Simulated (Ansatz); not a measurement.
Sn₄Cl₄. The state is a singlet with charge 0. Geometry PBE0-D4/def2-SVP.

```xyz
8

Sn   -1.401   -2.057    0.141
Sn    2.255    0.479   -1.446
Sn    0.609    0.748    0.993
Sn   -1.987    0.307    1.901
Cl    0.604    1.862   -2.547
Cl   -2.656    0.050   -0.686
Cl    1.820    0.320    3.032
Cl    0.757   -1.709   -1.388
```

In the def2 sets Sn takes a core potential; there is no spin–orbit coupling. Another isomer (singlet) lies 0.16 eV lower at PBE0-D4/def2-TZVP; other spin states weren't run for this one.

**Question.** Estimate the orbital energies around the gap (eV) in Ansatz with PBE-D4/def2-TZVP, BLYP-D4/def2-TZVP, r2SCAN-D4/def2-TZVP, PBE0-D4/def2-TZVP.

**Answer.** 
```csv
orbital,PBE-D4/def2-TZVP,BLYP-D4/def2-TZVP,r2SCAN-D4/def2-TZVP,PBE0-D4/def2-TZVP
HOMO−9,-8.14,-7.93,-8.54,-9.52
HOMO−8,-7.88,-7.69,-8.25,-9.18
HOMO−7,-7.77,-7.58,-8.13,-8.98
HOMO−6,-7.55,-7.35,-7.94,-8.95
HOMO−5,-7.49,-7.31,-7.85,-8.80
HOMO−4,-7.37,-7.18,-7.74,-8.68
HOMO−3,-7.19,-7.00,-7.54,-8.44
HOMO−2,-7.04,-6.86,-7.35,-8.12
HOMO−1,-5.39,-5.21,-5.64,-6.20
HOMO,-5.26,-5.06,-5.49,-6.03
LUMO,-3.69,-3.53,-3.70,-3.16
LUMO+1,-3.04,-2.89,-2.94,-2.39
LUMO+2,-2.81,-2.69,-2.74,-2.22
LUMO+3,-2.64,-2.52,-2.58,-2.04
LUMO+4,-2.22,-2.10,-2.04,-1.50
LUMO+5,-1.99,-1.87,-1.82,-1.31
```
